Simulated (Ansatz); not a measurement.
Consider the cleavage of the B–Si bond: `C[SiH2]BO[SiH3]` + H–F → `FBO[SiH3]` + `C[SiH3]`.

Computed with Ansatz on PBE0-D4/def2-TZVP structures; ΔE is electronic, products minus reactants. CBS: MP2 limit from def2 TZ/QZ plus the TZ coupled-cluster correction, frozen cores. This one scheme is used for every species. Functionals use def2-TZVPP. One conformer a species, not always the lowest.

| level | ΔE (kcal/mol) |
| --- | --- |
| B2PLYP | -46.8 |
| CCSD/CBS(def2) | -44.1 |

(1) What does CCSD(T)/CBS give? (Estimate.)

Largest T1 diagnostic among the species: 0.013.

Answers

(1) Ansatz gave: -43.3 kcal/mol. The listed levels differ from it by -3.5, -0.8 kcal/mol.

The D4 term adds +2.0 kcal/mol with B3LYP and +1.2 kcal/mol with PBE0; it sums over pairs of atoms, weighted by their polarisabilities, and B3LYP, whose exchange is more repulsive, gets the larger term. From PBE to PBE0 (25 % exact exchange), in def2-TZVPP and without D4, ΔE moves by −1.0 kcal/mol. In def2-TZVPP, CCSD(T) changes the Hartree–Fock value by +7.3 kcal/mol (the triples alone add +0.8 kcal/mol) and MP2 by +6.6 kcal/mol.

B3LYP here is the variant with VWN-RPA as its local correlation; programs differ in this.
